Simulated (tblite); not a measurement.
Q: Give a GFN2-xTB geometry of InChI=1S/C6H11O2/c1-5(4-7)6(2)8-3/h5H,2,4H2,1,3H3/t5-/m0/s1. (Doublet state.)

A: 
Z-matrix in Å and degrees, rows numbered from 1:
```
C 
C   1  1.3350
O   2  1.3568  1  125.93
C   3  1.4082  2  118.47  1     2.91
C   2  1.4956  1  122.74  3   178.23
C   5  1.5216  2  113.26  1   126.36
C   5  1.5905  2  107.44  1  -112.02
O   7  1.3010  5  113.86  2   178.84
H   1  1.0733  2  120.06  3  -178.68
H   1  1.0747  2  123.43  3     3.44
H   4  1.0887  3  105.90  2   176.23
H   4  1.0943  3  111.22  2   -64.99
H   4  1.0941  3  111.26  2    57.19
H   5  1.0925  2  110.05  1     2.71
H   6  1.0880  5  110.41  2   -72.15
H   6  1.0870  5  110.52  2    48.49
H   6  1.0873  5  108.86  2   168.26
H   7  1.1139  5  109.19  2    49.82
H   7  1.1159  5  101.14  2   -62.34
```

Of the pairs four or more bonds apart, C4···H10 is among the closest relative to their van der Waals radii: 2.58 Å, 89 % of the sum of Bondi's values. C1 (carbon bonded to C and 2 H) is planar (angles 123.4°, 120.1° and 116.5°, sum 360.0°, 0.01 Å off the plane of its three neighbours). The 3 C–O bonds span 1.301 Å (C7–O8, drawn single) to 1.408 Å (O3–C4, drawn single), a spread of 0.107 Å. The C–C distances run from 1.335 Å (C1=C2, drawn double) to 1.590 Å (C5–C7, drawn single), a spread of 0.255 Å.

Structure optimised with GFN2-xTB, isolated species. This method treats the open shell by occupation alone, without spin polarisation.

Point group: C1 (no symmetry element, even within 0.4 Å). Its GFN2-xTB frequencies are all real (lowest 48 cm⁻¹). Torsions: C1–C2–O3–C4 3°, C1–C2–C5–C6 126°, C2–C5–C7–O8 179°.

One conformer stands for the species.

All values are computed, not measured.
